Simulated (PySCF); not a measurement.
PySCF input:

```python
from pyscf import gto, scf, dft

mol = gto.M(
    atom='''
    Si    1.13022970   -0.82766924   -0.13092360
    F     1.51525526    0.39788494    0.78995757
    N    -0.44746849   -0.21852128   -0.90991606
    Si   -1.60743536    0.74738889    0.23949531
    H     0.72314462   -1.99893227    0.64558561
    H     2.08529753   -1.01807912   -1.22263115
    H    -0.22957059    0.37074579   -1.71827654
    H    -2.88473206    0.73656555   -0.48420093
    H    -0.96364517    2.05921857    0.34786651
    H    -1.59284726   -0.06026130    1.46527192
    H    -0.96178554   -1.01664778   -1.29382495
    ''',
    basis='def2-tzvpd',
    charge=1,
    spin=0,
    verbose=4,
)

mf = dft.RKS(mol, xc='m062x').density_fit(auxbasis='def2-universal-jkfit')
mf.grids.level = 4
mf.conv_tol = 1e-9
mf.max_cycle = 100
mf.max_memory = 1500
mf.kernel()
if not mf.converged:
    mf = mf.newton()
    mf.kernel(mf.make_rdm1())
mf.analyze()
```

Question: Which total energy does the run end on?

Answer: -737.61642 Eh (M06-2X/def2-TZVPD).

It need not be the lowest isomer of its formula.
